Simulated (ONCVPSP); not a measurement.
What one change does to a pseudopotential (Ar, ONCV)

Ar (Z = 18), optimised norm-conserving Vanderbilt (ONCV), made with ONCVPSP 4.0.1 (BLYP, scalar-relativistic). Core [Ne], reference 3s2 3p6. Waves: 3s: rc 1.15 bohr, ncon 4, nbas 7, qcut 5 1/bohr, 2 projectors, debl 2.2 Ha; 3p: rc 1.40 bohr, ncon 3, nbas 7, qcut 5.6 1/bohr, 2 projectors, debl 3.8 Ha. Local part: polynomial inside 1.05 bohr (lpopt 5, dvloc0 -1 Ha). Core correction: none.

All-electron outer shells of the reference configuration (BLYP, scalar-relativistic, ld1.x):

| shell | level (eV) | outermost node (bohr) | outermost maximum (bohr) |
| --- | --- | --- | --- |
| 2s | -296.93 | 0.12 | 0.34 |
| 2p | -230.03 | – | 0.28 |
| 3s | -24.13 | 0.52 | 1.17 |
| 3p | -10.14 | 0.49 | 1.28 |

Change: s: debl 4.9.

Cutoffs: the cutoffs (Ha) at which the residual kinetic energy of the hardest occupied pseudo-wave falls to 1 and 0.1 mHa per electron; they do not see the model core or the augmentation charge, which bear on the density cutoff. Errors are all-electron minus pseudo energies relative to the spin-unpolarised reference configuration.

Question: Predict the effect on cutoff, ghosts and configuration errors.

Answer: The potential gets neither clearly harder nor softer (59 Ha and 83 Ha → 59 Ha and 83 Ha); the errors of the 4 common tests hardly move; neither file shows a bound ghost.

| quantity | base | changed |
| --- | --- | --- |
| cutoff, loose | 59 Ha | 59 Ha |
| cutoff, tight | 83 Ha | 83 Ha |
| bound ghosts | none | none |
| GHOST(+) flags under 300 eV | s at 227.8 eV | s at 266.8 eV |
| error for 3s2 3p5, meV [ΔE 15.92 eV] | +0.7 | +0.7 |
| error for 3s2 3p4, meV [ΔE 44.43 eV] | +9.4 | +9.6 |
| error for 3s2 3p3, meV [ΔE 86.87 eV] | +42 | +43 |
| error for 3s1 3p6, meV [ΔE 30.50 eV] | +3.8 | +3.9 |
| s: phases at 1.17 bohr within 0.05 rad from the reference energy up to (Ha; the scan ends near 5) | to the end of the scan | to the end of the scan |
| p: phases at 1.43 bohr within 0.05 rad from the reference energy up to (Ha; the scan ends near 5) | to the end of the scan | to the end of the scan |
